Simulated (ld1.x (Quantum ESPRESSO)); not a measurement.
# tellurium (Te), PAW: configuration errors across variants

```json
{
 "Element": "tellurium",
 "Generator": "ld1.x (Quantum ESPRESSO) 7.5",
 "Type": "PAW",
 "Functional": "PBEsol",
 "Relativity": "scalar-relativistic",
 "Frozen core": "[Ar] 3d10 4s2",
 "Valence charge": "22",
 "Reference configuration": "4p6 4d10 5s1.5 5p4.5",
 "Partial waves": "5s (bound): rcut 1.65, rcutus 1.85 bohr; 5s channel at -0.7 Ry: rcut 1.65, rcutus 1.85 bohr; 4p (bound): rcut 1.05, rcutus 1.25 bohr; 5p (bound): rcut 1.05, rcutus 1.25 bohr; 4d (bound): rcut 0.85, rcutus 0.95 bohr; 4d channel at -0.45 Ry: rcut 0.85, rcutus 0.95 bohr",
 "Local potential": "all-electron potential smoothed inside 1.60 bohr (lloc = -1)",
 "Core correction": "Bessel-smoothed model core, default radius (core density twice the valence density)",
 "Augmentation charge": "PSQ, inside the norm-conserving radii"
}
```

All-electron excitation energies from the reference (eV): (1) 4p6 4d10 5s2 5p4 -4.617; (2) 4p6 4d10 5s2 5p3 5.136; (3) 4p6 4d10 5s2 5p2 23.104; (4) 4p6 4d10 5s0 5p6 14.149; (5) 4p6 4d10 5s1 5p4 15.008; (6) 4p5 4d10 5s2 5p4 118.121; (7) 4p6 4d10 5s2 5p0 86.584.

3 further variants failed, have other tests or too few solved ones, and are left out.

A true bound ghost makes a file unfit for plane-wave use even where its test errors are small: the radial tests pick states by their node count and pass the ghost by.

Errors AE − PS in meV (a dash: test not solved or not reliable):

```tsv
change	(1)	(2)	(3)	(4)	(5)	(6)	(7)	bound ghosts
base	-0.1	-2.5	-7.5	+1.8	-2.1	-157	-29	s
waves 4d (bound): rcut 0.60, rcutus 0.64 bohr; 4d channel at -0.45 Ry: rcut 0.60, rcutus 0.64 bohr	-0.1	-2.5	-7.7	+1.6	-2.1	-157	-30	s
waves 4d (bound): rcut 0.85, rcutus 0.96 bohr; 4d channel at -0.45 Ry: rcut 0.85, rcutus 0.96 bohr	-0.1	-2.5	-7.5	+1.8	-2.1	-157	-29	s
```

**Question.** Give the same row for: waves 4d (bound): rcut 0.78, rcutus 0.82 bohr; 4d channel at -0.45 Ry: rcut 0.78, rcutus 0.82 bohr.

**Answer.** -0.1, -2.5, -7.7, +1.5, -2.1, -156, -29; bound ghosts: s.
